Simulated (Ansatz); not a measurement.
`[F][Al]([F])[O]CC(F)(F)F`, charge 0, multiplicity 1.

(1) Give a relaxed structure at PBE0-D4/def2-TZVP (Ansatz 0.2.0). (Best estimate.)

## Answers

(1) Ansatz gave: 
Z-matrix (Å, degrees):
```
Al
F 1 2.027
F 1 1.641 2 99.6
O 1 1.720 2 84.6 3 118.6
F 1 1.637 2 104.8 3 -123.1
C 2 1.431 1 109.1 3 -123.0
C 4 1.380 1 117.2 2 -19.6
F 6 1.313 2 105.6 1 146.4
F 6 1.315 2 104.6 1 -98.2
H 7 1.099 4 113.2 1 -80.8
H 7 1.096 4 111.6 1 156.7
```
This is one stationary point; other conformers may exist.
